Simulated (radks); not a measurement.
The numbers below are computed, except where a source is named.
Q: These are the eigenvalues of the occupied orbitals of an atom or ion with whole-number occupations (hartree). Level of theory: scalar-relativistic Kohn-Sham, r2SCAN, spin-polarised, spherical densities, finite nucleus; meta-GGA in the generalised Kohn-Sham scheme; Fermi nuclear charge, rms radius of each element as measured or else 0.836 A^(1/3) + 0.57 fm (a radial shooting solver on a logarithmic mesh with Libxc functionals).

1s down: -2718.076
1s up: -2718.076
2s up: -475.0002
2s down: -474.9827
2p up: -413.6524
2p down: -413.6389
3s up: -111.4906
3s down: -111.4887
3p up: -93.39441
3p down: -93.39115
3d up: -73.13204
3d down: -73.12191
4s up: -24.34323
4s down: -24.32880
4p up: -18.38092
4p down: -18.36825
4d up: -10.93902
4d down: -10.92366
5s up: -4.23014
5s down: -4.11953
5p up: -2.72055
4f up: -2.68888
4f down: -2.66228
5p down: -2.57194
5d up: -1.00079
6s up: -0.86265

Which element is it, and in what charge state? The configuration may be excited. Open shells, if any, are filled with parallel spins first.

A: Z = 76, osmium, charge +2: Os2+ in [Xe] 4f14 5d5 6s1. The list shows which subshells hold electrons but not how many an open one holds; the 1s level, -2718.1 hartree, gives Z - s = 73.7 by -(Z - s)^2/2, which with screening and relativity narrows Z to a few neighbours, and the depths of the outer levels then fix element, charge and occupations together.
